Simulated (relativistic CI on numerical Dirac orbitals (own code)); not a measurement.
**Energy levels of Bi¹²⁺**

Calculated at this level of theory: Dirac-Coulomb-Breit CI, orbitals from a KLI potential per configuration, model QED, unscaled Slater integrals (own radial code, finite nucleus).

CI space (outside the closed core [Kr] 4d10): 4f¹⁴5s²5p⁶5d³, 4f¹⁴5s²5p⁶5d²5f, 4f¹⁴5s²5p⁶5d²6s, 4f¹⁴5s²5p⁵5d⁴, 4f¹⁴5s²5p⁶5d²6p, 4f¹⁴5s²5p⁶5d²5g, 4f¹⁴5s5p⁶5d⁴, 4f¹⁴5s²5p⁶5d6s6p, 4f¹⁴5s²5p⁶5d5f6s, 4f¹⁴5s²5p⁵5d³5f, 4f¹⁴5s²5p⁶5d²6d, 4f¹⁴5s²5p⁶5d²7s, 4f¹⁴5s²5p⁵5d³5g, 4f¹⁴5s²5p⁵5d³6s, 4f¹⁴5s²5p⁶5d²7p, 4f¹⁴5s5p⁶5d³5f, 4f¹⁴5s²5p⁶5d²6f, 4f¹⁴5s²5p⁶5d²7d, 4f¹⁴5s²5p⁶5d5g6p, 4f¹³5s²5p⁶5d⁴, 4f¹⁴5s²5p⁶5d5f5g, 4f¹⁴5s²5p⁶5d²8s, 4f¹⁴5s²5p⁶5d²8p, 4f¹⁴5s²5p⁶5d5f², 4f¹⁴5s²5p⁶5f³, 4f¹⁴5s²5p⁶5f²6s, 4f¹⁴5s²5p⁶5f²6p, 4f¹⁴5s²5p⁶5f²5g, 4f¹⁴5s²5p⁶5d6s², 4f¹⁴5s²5p⁶5f6s², 4f¹⁴5s²5p⁶6s²6p, 4f¹⁴5s²5p⁶5g6s², 4f¹⁴5s²5p⁶5d6p², 4f¹⁴5s²5p⁶5f6p², 4f¹⁴5s²5p⁶6s6p², 4f¹⁴5s²5p⁶6p³, 4f¹⁴5s²5p⁶5g6p², 4f¹⁴5s²5p⁶5d5f6p, 4f¹⁴5s²5p⁶5f6s6p, 4f¹⁴5s²5p⁶5f5g6p, 4f¹⁴5s²5p⁶5d5g², 4f¹⁴5s²5p⁶5f5g², 4f¹⁴5s²5p⁶5g²6s, 4f¹⁴5s²5p⁶5g²6p, 4f¹⁴5s²5p⁶5g³, 4f¹⁴5p⁶5d⁵, 4f¹⁴5p⁵5d⁶, 4f¹⁴5s²5p⁶5d5g6s, 4f¹⁴5s²5p⁶5f5g6s, 4f¹⁴5s²5p⁶5g6s6p, 4f¹⁴5s5p⁶5d²6s², 4f¹⁴5s5p⁶5d5f6s², 4f¹⁴5s5p⁶5d6s²6p, 4f¹⁴5s5p⁶5d5g6s². Double excitations out of closed p, d and f shells are left out; levels of such configurations are missing from the list, as are those of other unlisted configurations, and high levels can miss mixing partners. These lack a partner that the ground configuration has and come out too high: 4f¹⁴5s²5p⁵5d³5f, 4f¹⁴5s²5p⁶5d²6d, 4f¹⁴5s²5p⁶5d²7s, 4f¹⁴5s²5p⁵5d³5g, 4f¹⁴5s²5p⁵5d³6s.

The lowest level is 4f¹⁴5s²5p⁶5d³ ⁴F3/2, with 66 % of that term; Hund's rules for 4f¹⁴5s²5p⁶5d³ give ⁴F with J = 3/2, in agreement.

| No. | Configuration | Term | J | E (cm⁻¹) | % | Landé g | jj configuration (%) |
| --- | --- | --- | --- | --- | --- | --- | --- |
| 1 | 4f¹⁴5s²5p⁶5d³ | ⁴F | 3/2 | 0 | 66 | 0.581 | 5d3/2^3 (87) |
| 2 | 4f¹⁴5s²5p⁶5d³ | ⁴F | 5/2 | 22672 | 89 | 1.044 | 5d3/2^2 5d5/2 (94) |
| 3 | 4f¹⁴5s²5p⁶5d³ | ⁴P | 3/2 | 33866 | 43 | 1.305 | 5d3/2^2 5d5/2 (90) |
| 4 | 4f¹⁴5s²5p⁶5d³ | ⁴F | 7/2 | 34294 | 60 | 1.120 | 5d3/2^2 5d5/2 (79) |
| 5 | 4f¹⁴5s²5p⁶5d³ | ²G | 9/2 | 37893 | 42 | 1.105 | 5d3/2^2 5d5/2 (91) |
| 6 | 4f¹⁴5s²5p⁶5d³ | ⁴P | 1/2 | 39616 | 65 | 1.990 | 5d3/2^2 5d5/2 (97) |
| 7 | 4f¹⁴5s²5p⁶5d³ | ⁴P | 5/2 | 60545 | 77 | 1.486 | 5d3/2^2 5d5/2 (57) |
| 8 | 4f¹⁴5s²5p⁶5d³ | ²G | 7/2 | 60553 | 58 | 1.030 | 5d3/2 5d5/2^2 (85) |
| 9 | 4f¹⁴5s²5p⁶5d³ | ⁴F | 9/2 | 64187 | 51 | 1.129 | 5d3/2 5d5/2^2 (83) |
| 10 | 4f¹⁴5s²5p⁶5d³ | ²D | 3/2 | 71689 | 42 | 1.162 | 5d3/2 5d5/2^2 (96) |
| 11 | 4f¹⁴5s²5p⁶5d³ | ²P | 1/2 | 75135 | 65 | 1.345 | 5d3/2 5d5/2^2 (97) |
| 12 | 4f¹⁴5s²5p⁶5d³ | ²H | 11/2 | 78196 | 99 | 1.090 | 5d3/2 5d5/2^2 (99) |
| 13 | 4f¹⁴5s²5p⁶5d³ | ²D | 5/2 | 82983 | 82 | 1.159 | 5d3/2 5d5/2^2 (62) |
| 14 | 4f¹⁴5s²5p⁶5d³ | ²F | 5/2 | 87362 | 64 | 1.033 | 5d3/2 5d5/2^2 (86) |
| 15 | 4f¹⁴5s²5p⁶5d³ | ²F | 7/2 | 91537 | 88 | 1.118 | 5d3/2 5d5/2^2 (92) |
| 16 | 4f¹⁴5s²5p⁶5d³ | ²G | 9/2 | 99748 | 57 | 1.117 | 5d5/2^3 (90) |
| 17 | 4f¹⁴5s²5p⁶5d³ | ²P | 3/2 | 105743 | 52 | 1.163 | 5d5/2^3 (64) |
| 18 | 4f¹⁴5s²5p⁶5d³ | ²D | 3/2 | 129273 | 91 | 0.851 | 5d3/2 5d5/2^2 (64) |
| 19 | 4f¹⁴5s²5p⁶5d³ | ²D | 5/2 | 138111 | 73 | 1.161 | 5d5/2^3 (82) |
| 20 | 5d²(3F)6s | ⁴F | 3/2 | 434752 | 84 | 0.466 | 5d3/2^2 6s (95) |
| 21 | 5d²(3F)6s | ⁴F | 5/2 | 439422 | 53 | 1.021 | 5d3/2^2 6s (93) |
| 22 | 5d²(3P)6s | ⁴P | 1/2 | 463734 | 72 | 2.326 | 5d3/2^2 6s (89) |
| 23 | 5d²(3F)6s | ⁴F | 7/2 | 466163 | 89 | 1.226 | 5d3/2 5d5/2 6s (98) |
| 24 | 5d²(3F)6s | ²F | 5/2 | 470916 | 45 | 0.982 | 5d3/2 5d5/2 6s (94) |
| 25 | 5d²(3P)6s | ⁴P | 3/2 | 481562 | 78 | 1.518 | 5d3/2 5d5/2 6s (98) |
| 26 | 5d²(3P)6s | ⁴P | 5/2 | 481625 | 50 | 1.321 | 5d3/2 5d5/2 6s (99) |
| 27 | 5d²(3F)6s | ⁴F | 9/2 | 481742 | 67 | 1.259 | 5d3/2 5d5/2 6s (77) |
| 28 | 5d²(3P)6s | ²P | 3/2 | 488147 | 41 | 1.141 | 5d3/2 5d5/2 6s (92) |
| 29 | 5d²(1G)6s | ²G | 7/2 | 489169 | 52 | 1.012 | 5d3/2 5d5/2 6s (92) |
| 30 | 5d²(3P)6s | ²P | 1/2 | 493026 | 80 | 1.044 | 5d3/2 5d5/2 6s (95) |
| 31 | 5d²(1G)6s | ²G | 9/2 | 511083 | 67 | 1.184 | 5d5/2^2 6s (77) |
| 32 | 5d²(1G)6s | ²G | 7/2 | 516344 | 47 | 1.030 | 5d5/2^2 6s (90) |
| 33 | 5d²(1D)6s | ²D | 5/2 | 517480 | 51 | 1.358 | 5d5/2^2 6s (99) |
| 34 | 5d²(3P)6s | ²P | 3/2 | 523992 | 56 | 1.138 | 5d5/2^2 6s (95) |
| 35 | 5p⁵5d⁴(5D) | ⁶D° | 3/2 | 551662 | 23 | 1.695 | 5p3/2^3 5d3/2^4 (72) |
| 36 | 5d²(1S)6s | ²S | 1/2 | 553717 | 82 | 1.965 | 5d5/2^2 6s (93) |
| 37 | 5p⁵5d⁴(5D) | ⁶D° | 5/2 | 561342 | 48 | 1.587 | 5p3/2^3 5d3/2^3 5d5/2 (76) |
| 38 | 5p⁵5d⁴(5D) | ⁶D° | 7/2 | 567056 | 54 | 1.497 | 5p3/2^3 5d3/2^3 5d5/2 (47) |
| 39 | 5d²(3F)6p | ⁴G° | 5/2 | 570389 | 57 | 0.722 | 5d3/2^2 6p1/2 (96) |
| 40 | 5p⁵5d⁴(5D) | ⁶D° | 9/2 | 572317 | 45 | 1.425 | 5p3/2^3 5d3/2^3 5d5/2 (48) |
| 41 | 5p⁵5d⁴(5D) | ⁶D° | 1/2 | 575979 | 41 | 2.310 | 5p3/2^3 5d3/2^3 5d5/2 (80) |
| 42 | 5d²(3F)6p | ⁴F° | 3/2 | 578300 | 40 | 0.740 | 5d3/2^2 6p1/2 (92) |
| 43 | 5p⁵5d⁴(5D) | ⁴F° | 3/2 | 584667 | 26 | 1.148 | 5p3/2^3 5d3/2^3 5d5/2 (73) |
| 44 | 5p⁵5d⁴(5D) | ⁶F° | 11/2 | 588964 | 42 | 1.306 | 5p3/2^3 5d3/2^3 5d5/2 (66) |
| 45 | 5p⁵5d⁴(1G) | ²G° | 7/2 | 590864 | 22 | 1.068 | 5p3/2^3 5d3/2^3 5d5/2 (82) |
| 46 | 5p⁵5d⁴(3F) | ⁴D° | 3/2 | 594464 | 23 | 1.621 | 5p3/2^3 5d3/2^3 5d5/2 (54) |
| 47 | 5p⁵5d⁴(3H) | ⁴G° | 5/2 | 596647 | 24 | 0.948 | 5p3/2^3 5d3/2^3 5d5/2 (66) |
| 48 | 5d²(3P)6p | ⁴D° | 1/2 | 597460 | 43 | 0.689 | 5d3/2^2 6p1/2 (81) |
| 49 | 5p⁵5d⁴(3H) | ⁴H° | 9/2 | 600511 | 23 | 1.169 | 5p3/2^3 5d3/2^2 5d5/2^2 (44) |
| 50 | 5p⁵5d⁴(3G) | ⁴F° | 5/2 | 601033 | 25 | 1.075 | 5p3/2^3 5d3/2^3 5d5/2 (56) |
| 51 | 5p⁵5d⁴(5D) | ⁶P° | 5/2 | 603664 | 20 | 1.181 | 5p3/2^3 5d3/2^2 5d5/2^2 (46) |
| 52 | 5p⁵5d⁴(3G) | ⁴G° | 7/2 | 603868 | 23 | 1.141 | 5p3/2^3 5d3/2^2 5d5/2^2 (47) |
| 53 | 5d²(3F)6p | ⁴G° | 7/2 | 604279 | 54 | 1.039 | 5d3/2 5d5/2 6p1/2 (86) |
| 54 | 5p⁵5d⁴(3G) | ⁴F° | 3/2 | 604562 | 23 | 1.435 | 5p3/2^3 5d3/2^2 5d5/2^2 (63) |
| 55 | 5d²(3F)6p | ⁴F° | 5/2 | 605608 | 41 | 1.104 | 5d3/2 5d5/2 6p1/2 (96) |
| 56 | 5p⁵5d⁴(3F) | ⁴D° | 1/2 | 607133 | 48 | 0.938 | 5p3/2^3 5d3/2^2 5d5/2^2 (85) |
| 57 | 5p⁵5d⁴(5D) | ⁴F° | 7/2 | 609476 | 32 | 1.336 | 5p3/2^3 5d3/2^2 5d5/2^2 (54) |
| 58 | 5p⁵5d⁴(5D) | ⁴F° | 9/2 | 609754 | 28 | 1.274 | 5p3/2^3 5d3/2^3 5d5/2 (46) |
| 59 | 5p⁵5d⁴(3H) | ⁴H° | 11/2 | 610481 | 36 | 1.170 | 5p3/2^3 5d3/2^2 5d5/2^2 (74) |
| 60 | 5p⁵5d⁴(3D) | ⁴D° | 7/2 | 613080 | 37 | 1.208 | 5p3/2^3 5d3/2^2 5d5/2^2 (69) |
| 61 | 5p⁵5d⁴(3P) | ⁴D° | 5/2 | 614454 | 35 | 1.323 | 5p3/2^3 5d3/2^2 5d5/2^2 (62) |
| 62 | 5p⁵5d⁴(3D) | ⁴P° | 3/2 | 615446 | 18 | 1.285 | 5p3/2^3 5d3/2^2 5d5/2^2 (44) |
| 63 | 5p⁵5d⁴(3H) | ⁴G° | 9/2 | 616567 | 25 | 1.146 | 5p3/2^3 5d3/2^2 5d5/2^2 (70) |
| 64 | 4f¹⁴5s²5p⁶5d²6p | ²D° | 3/2 | 617311 | 15 | 1.266 | 5d3/2 5d5/2 6p1/2 (53) |
| 65 | 5p⁵5d⁴(3G) | ⁴H° | 13/2 | 618561 | 52 | 1.170 | 5p3/2^3 5d3/2^2 5d5/2^2 (92) |
| 66 | 5d²(3P)6p | ⁴D° | 1/2 | 618689 | 32 | 1.543 | 5d3/2 5d5/2 6p1/2 (86) |
| 67 | 5p⁵5d⁴(3F) | ⁴F° | 5/2 | 619542 | 25 | 1.094 | 5p3/2^3 5d3/2^2 5d5/2^2 (42) |
| 68 | 5d²(3F)6p | ²G° | 9/2 | 620106 | 35 | 1.096 | 5d3/2 5d5/2 6p1/2 (82) |
| 69 | 5p⁵5d⁴(3F) | ⁴G° | 11/2 | 620196 | 33 | 1.221 | 5p3/2^3 5d3/2^2 5d5/2^2 (69) |
| 70 | 5p⁵5d⁴(3H) | ⁴G° | 7/2 | 620230 | 25 | 1.024 | 5p3/2^3 5d3/2^2 5d5/2^2 (71) |

Energies count from the lowest computed level; ° marks odd parity. Percentages are summed over parent terms; the parents shown are those of the largest component, closed shells are left out there. Filled j subshells are mostly left out of the jj labels.

The mean weight of the leading LS term, summed over parents, in these 70 levels is 49 %, and that of the leading jj configuration (from the same eigenvectors) 78 %, so jj coupling describes them better and the LS labels are nominal.

At this charge energies of transitions that change n are usually good to better than 1 %, and those within a shell (Δn = 0) to a few per cent. Terms inside the open d or f shell come out 10 to 20 % too wide with unscaled integrals. Levels and lines within the n = 5 or 6 shells can be off by up to 10 % or somewhat more, and those that change n by about 2 %, since core polarisation is missing.

LS names give the leading component of a level, which can be under half, so a name can repeat, a term be missing and a line seem to break the LS rules.
